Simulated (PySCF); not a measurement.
Optical rotation: `N[Si@@H]1C[Si@H](C=O)N1`, C₂H₈N₂OSi₂

Molfile (atoms numbered from 1):
```
C2H8N2OSi2
     RDKit          3D

 15 15  0  0  0  0  0  0  0  0999 V2000
   -2.2804   -0.0791    0.7777 N   0  0  0  0  0  0  0  0  0  0  0  0
   -1.3601   -0.4746   -0.6179 Si  0  0  2  0  0  4  0  0  0  0  0  0
    0.2687   -1.3801   -0.1794 C   0  0  0  0  0  0  0  0  0  0  0  0
    1.2470    0.0718   -0.9421 Si  0  0  2  0  0  4  0  0  0  0  0  0
    2.2167    1.1163    0.3396 C   0  0  0  0  0  0  0  0  0  0  0  0
    1.7214    1.9809    1.0187 O   0  0  0  0  0  0  0  0  0  0  0  0
   -0.3025    0.7268   -1.3454 N   0  0  0  0  0  0  0  0  0  0  0  0
   -3.1848    0.3485    0.6706 H   0  0  0  0  0  0  0  0  0  0  0  0
   -1.7991    0.3244    1.5662 H   0  0  0  0  0  0  0  0  0  0  0  0
   -2.2799   -1.0447   -1.5941 H   0  0  0  0  0  0  0  0  0  0  0  0
    0.4132   -2.3226   -0.6955 H   0  0  0  0  0  0  0  0  0  0  0  0
    0.4269   -1.5649    0.8780 H   0  0  0  0  0  0  0  0  0  0  0  0
    2.1363   -0.1853   -2.0783 H   0  0  0  0  0  0  0  0  0  0  0  0
    3.2998    0.8910    0.4673 H   0  0  0  0  0  0  0  0  0  0  0  0
   -0.5275    1.5995   -1.7929 H   0  0  0  0  0  0  0  0  0  0  0  0
  1  2  1  0
  2  3  1  0
  3  4  1  0
  4  5  1  0
  5  6  2  0
  4  7  1  0
  7  2  1  0
  1  8  1  0
  1  9  1  0
  2 10  1  6
  3 11  1  0
  3 12  1  0
  4 13  1  6
  5 14  1  0
  7 15  1  0
M  END
```

Method: TDDFT B3LYP/def2-SVPD circular dichroism and optical rotation, one conformer, gas phase (PySCF). Geometry: GFN2-xTB.

The molecule is flexible and this is one conformer; a measurement averages over conformers. States above about 6.5 eV lie in this functional's continuum (it starts at minus the energy of the highest occupied orbital, well below the true ionisation energy for most functionals) and depend on the basis.

Stereocentres: Si2 S, Si4 S.

Question: What is the specific rotation at 633, 589.3, 546 nm?

Answer: [α] in deg dm⁻¹ (g/mL)⁻¹:
```csv
λ (nm),origin-invariant length gauge,modified velocity gauge,length gauge (centre of mass),isotropic polarisability (au)
633,+317.2,+266.0,+317.7,95.1
589.3,+421.7,+354.4,+422.4,95.6
546,+600.3,+506.1,+601.2,96.3
```

Question: And for the mirror image at 589.3 nm?

Answer: -421.7 deg dm⁻¹ (g/mL)⁻¹ (origin-invariant length gauge): the same size and the opposite sign.

Question: What is the molar rotation [Φ] = [α]·M/100 of the geometry above at 589.3 nm?

Answer: With M = 132.27 g/mol, +557.8 deg cm² dmol⁻¹ (origin-invariant length gauge).

The first excitation lies at 3.01 eV (412 nm) with R = +7.0 × 10⁻⁴⁰ esu² cm² (velocity form).
